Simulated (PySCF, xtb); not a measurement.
C2H2F2, SMILES C(/F)=C\F.

Harmonic wavenumbers (cm⁻¹) from xtb 6.7.1 with GFN2-xTB at its own minimum, in rising order: 288, 324, 525, 688, 952, 1108, 1142, 1202, 1227, 1730, 3095, 3105.

Q: What does TPSSh-D3(BJ)/def2-SVP (PySCF) give at its own minimum? (An estimate is asked for; the answer gives what the named calculation found.)

A: 311, 341, 556, 809, 914, 1173, 1199, 1296, 1296, 1766, 3217, 3225. Paired by order, the mean absolute difference is 66 cm⁻¹ and the zero-point energies are 22.0 and 23.0 kcal/mol.
